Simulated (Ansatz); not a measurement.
Ansatz (an electronic-structure program) input file for C₂H₄ClNSi, SMILES [Si@H]1(CN=C1)Cl, CAM-B3LYP/def2-SVPD. Coordinates come from a PBE0-D3(BJ)/def2-SVP optimisation. The structure was generated by enumeration; whether it is a known compound was not checked.

Ansatz 0.2 input:
```yaml
crystal:
  periodic: [false, false, false]
  atoms:
    - {symbol: Cl, position_ang: [1.95722167, -0.21952662, -0.21332199]}
    - {symbol: Si, position_ang: [0.06626079, 0.14560119, 0.54702841]}
    - {symbol: C, position_ang: [-1.19219814, 1.14301321, -0.42295936]}
    - {symbol: N, position_ang: [-2.05853761, 0.19458470, -0.48239960]}
    - {symbol: C, position_ang: [-1.38327249, -0.99411821, 0.08898038]}
    - {symbol: H, position_ang: [0.24759234, 0.51008255, 1.98269159]}
    - {symbol: H, position_ang: [-1.41031916, 2.14647710, -0.81265962]}
    - {symbol: H, position_ang: [-1.98418780, -1.47731676, 0.87563320]}
    - {symbol: H, position_ang: [-1.19091797, -1.74117015, -0.69691787]}
basis:
  gaussian:
    orbitals: def2-SVPD
hamiltonian:
  xc: {name: CAM-B3LYP}
```

Program output:

```
WARN ansatz: RAYON_NUM_THREADS=1 ignored (pool sized by the plan → 1); use --threads N
Functional definition: CAM-B3LYP
integrals: 0.10 GiB planned
1282 factors; their error is unknown
integrals: 0.12 GiB planned
508 factors; integrals over basis functions are off by at most 1.6e-5 eV
mean field: 0.86 GiB planned
mean field evaluation 1: about -24015.2614 eV, gradient 3.9e1 eV
mean field evaluation 2: about -24013.9234 eV, gradient 4.6e1 eV
mean field evaluation 4: about -24019.0480 eV, gradient 2.5e0 eV
mean field evaluation 8: about -24019.0620 eV, gradient 3.8e-2 eV
mean field evaluation 16: about -24019.1390 eV, gradient 7.1e-5 eV
mean field -24019.13903863 eV, -882.6870789126 hartree, gradient 7.1e-5 eV, S^2 0.000000; 0 other end points of the search recorded, 0 dependent functions left out
reference -24019.13917277 eV, -882.6870838422 hartree; 27, 27 occupied and 116, 116 virtual orbitals, 1282 factors
Total energy: -24019.13917277 eV, -882.6870838422 hartree
```

The run converged.

Cost: roughly 4 core-seconds.
